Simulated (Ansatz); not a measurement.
Gas-phase electronic energies from Ansatz, PBE0-D4/def2-TZVP geometries. CCSD(T)/CBS is the MP2 limit (def2-TZVPP, def2-QZVPP) plus CCSD(T) − MP2 in def2-TZVPP, frozen cores. This one scheme is used for every species, atoms too. DFT in def2-TZVPP. Open shells (•) are unrestricted, without spin–orbit coupling. Spin–orbit coupling would lower the free atoms: a little for B, C, O. Each species was taken in one conformer, which may not be the lowest.

`CC1OB1O` → B• + 2 C• + 5 H• + 2 O•  (atomization)

`CC1OB1O`:

```xyz
10

C    -0.112    1.395    0.097
C     0.019    0.076   -0.599
O     1.359   -0.615   -0.391
B     0.282   -1.249    0.077
O     0.041   -2.392    0.738
H     0.164    1.326    1.151
H     0.514    2.157   -0.374
H    -1.150    1.735    0.041
H    -0.226    0.105   -1.660
H    -0.890   -2.539    0.920
```

```csv
level,ΔE (eV),difference from CCSD(T)/CBS
CAM-B3LYP-D4,43.99,0.34
ωB97M-V,43.94,0.29
revPBE,43.24,-0.41
r2SCAN,44.02,0.37
PBE0,43.87,0.22
BHLYP,41.95,-1.70
HF/def2-SVP,32.19,-11.46
CCSD(T)/def2-SVP,41.77,-1.88
HF/def2-QZVPP,31.69,-11.96
CCSD/CBS(def2),42.92,-0.73
CCSD(T)/CBS,43.65,0
```

Largest T1 diagnostic among the species: 0.014.

From BLYP to BHLYP (50 % exact exchange), in def2-TZVPP and without D4, ΔE moves by −1.56 eV: exact exchange takes away binding that semilocal exchange gives to molecules. At CCSD(T), def2-SVP lies −1.88 eV from the extrapolated value and def2-TZVPP −1.09 eV: correlation converges slowly with the basis, and small sets miss more of it in the bonded molecule than in its fragments.

For atomizations the MP2-based limit and the directly extrapolated one differ by several kJ/mol either way, and by 10 to 25 for some Ge, Se and Sn compounds, so smaller differences from it don't rank the levels.
